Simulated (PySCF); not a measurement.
# RuOF2, quintet: computed properties

Computed with PySCF, UB3LYP, basis Ru def2-SVP with ECP28, O def2-SVP, F def2-SVP (scalar-relativistic core potentials, no spin–orbit coupling, density fitting).

The structure is a minimum.

Coordinates in bohr (charge 0 multiplicity 5):
```
Ru    0.0000    0.0000   -0.1765
O     0.0000    0.0000    3.0765
F     3.4842    0.0000   -0.8217
F    -3.4842    0.0000   -0.8217
```

| Quantity | Value |
| --- | --- |
| Point group | C2v |
| Bond lengths | Ru–F 1.875 Å (×2), Ru–O 1.721 Å |
| Bond angles | F–Ru–F 159.0°, F–Ru–O 100.5° (×2) |
| Spin squared ⟨S²⟩ | 6.012 |
| Zero-point energy | 16.4 kJ/mol |
| Dipole moment | 2.00 D |
| Rotational symmetry number | 2 |
| Rotational constants | 0.334, 0.1305, 0.09384 cm⁻¹ |
| Heat capacity Cp at 298.15 K | 66.4 J/(mol K) |
| Entropy at 298.15 K and 1 bar (electronic part: spin only) | 319.5 J/(mol K) |
| Principal quadrupole moments (Buckingham, traceless) about the centre of mass | -9.99, 1.57, 8.41 D Å |
| Lowest empty level (β) | -5.36 eV |
| Atomisation energy without zero-point energy | 1272 kJ/mol |
| Enthalpy at 298.15 K above 0 K | 15.44 kJ/mol |
| Highest occupied level (α) | -7.55 eV |
| Principal polarisabilities | 20.5, 35.3, 37.0 bohr³ |

Harmonic modes (masses in u: Ru 101.904, O 15.995, F 18.998):
```
symmetry  ω (cm⁻¹)  IR (km/mol)     type
      b1       128         28.4     bend
      a1       201         10.7     bend
      b2       213          4.0     bend
      a1       626         14.6  stretch
      b2       686          177  stretch
      a1       892         17.2  stretch
```

In C2v the vibrations span b1 + 3a1 + 2b2. Here b1 is antisymmetric to the molecular plane and b2 lies in it.

Charges (e):
| atom | Mulliken | Löwdin | polar tensor | spin (Mulliken) | Mayer order to Ru1 |
| --- | --- | --- | --- | --- | --- |
| Ru1 | 1.01 | 0.39 | 1.54 | 2.81 | – |
| O2 | -0.28 | -0.04 | -0.37 | 0.85 | 1.94 |
| F3,4 | -0.36 | -0.17 | -0.58 | 0.17 | 0.99 |

Mulliken populations on Ru1 (electrons outside its core potential): s 2.34, p 6.43, d 6.20, f 0.03.

Formally Ru is in oxidation state +4, d4, with 4 unpaired electrons (the high-spin count). The Mulliken spin on Ru is 2.81. The polar-tensor charge on Ru, 1.54, is far below the formal one.

This need not be the most stable arrangement of these atoms. With open d or f shells other occupations or spin states may lie lower. At this level a triplet minimum of C2v symmetry lies 57 kJ/mol below this structure.

The final relaxation and frequency run took of the order of 5 core-minutes on a shared host.
